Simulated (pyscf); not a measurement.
Four-centre exchange: HI + H₃Si–I → H₃Si–I + HI

Gas phase, singlet surface, charge 0. Bonds broken: I1–H7, Si2–I6. Bonds formed: I1–Si2, I6–H7. Optimised with ωB97X-D3(BJ)/def2-SVP in PySCF.

Transition state (Å):

```xyz
7

I     -2.2830     0.7227     0.7879
Si     0.0972     0.1183    -0.5851
H      0.2321     1.6006    -0.5936
H     -0.5744    -0.3903    -1.8002
H      1.5126    -0.3323    -0.4908
I     -0.3460    -2.2060     0.9374
H     -1.7962    -1.0424     1.2013
```

One imaginary mode, 775i cm⁻¹; descent along it reached the two sides named.

```json
[
 {"bond": "I1–H7", "change": "breaks", "reactant side (Å)": "1.615", "saddle": "1.877", "product side": "3.0"},
 {"bond": "Si2–I6", "change": "breaks", "reactant side (Å)": "2.440", "saddle": "2.8", "product side": "4.1"},
 {"bond": "I1–Si2", "change": "forms", "reactant side (Å)": "4.1", "saddle": "2.8", "product side": "2.440"},
 {"bond": "I6–H7", "change": "forms", "reactant side (Å)": "3.0", "saddle": "1.878", "product side": "1.615"}
]
```

Electronic energies relative to the separated reactants (kcal/mol):

```csv
level,barrier,reaction energy,reverse barrier
ωB97X-D3(BJ)/def2-TZVP,35.0,0.0,35.0
PBE/def2-TZVP,26.5,0.0,26.5
r²SCAN/def2-TZVP,29.5,0.0,29.5
B3LYP-D3(BJ)/def2-TZVP,31.5,0.0,31.5
PBE0-D3(BJ)/def2-TZVP,29.6,0.0,29.6
M06-2X/def2-TZVP,35.0,0.0,35.0
ωB97M-D3(BJ)/def2-TZVP,38.6,0.0,38.6
HF/def2-TZVP,59.2,0.0,59.2
```

With ωB97M-D3(BJ)/def2-TZVP energies and thermal terms (ideal gas, 1 atm, RRHO with modes under 100 cm⁻¹ raised to 100, one conformer, R ln 2 for chiral ones without a mode under 150 cm⁻¹), in kcal/mol:

| T (K) | ΔH‡ | ΔG‡ | ΔH | ΔG |
|---|---|---|---|---|
| 298 | 37.4 | 46.5 | 0.0 | 0.0 |
| 600 | 37.7 | 55.7 | 0.0 | 0.0 |
| 900 | 38.2 | 64.5 | 0.0 | 0.0 |
| 1200 | 38.7 | 73.2 | 0.0 | 0.0 |

This is the saddle that the search found; another between the same sides may lie lower. Elements past Kr carry the def2 core potentials, without spin-orbit coupling.
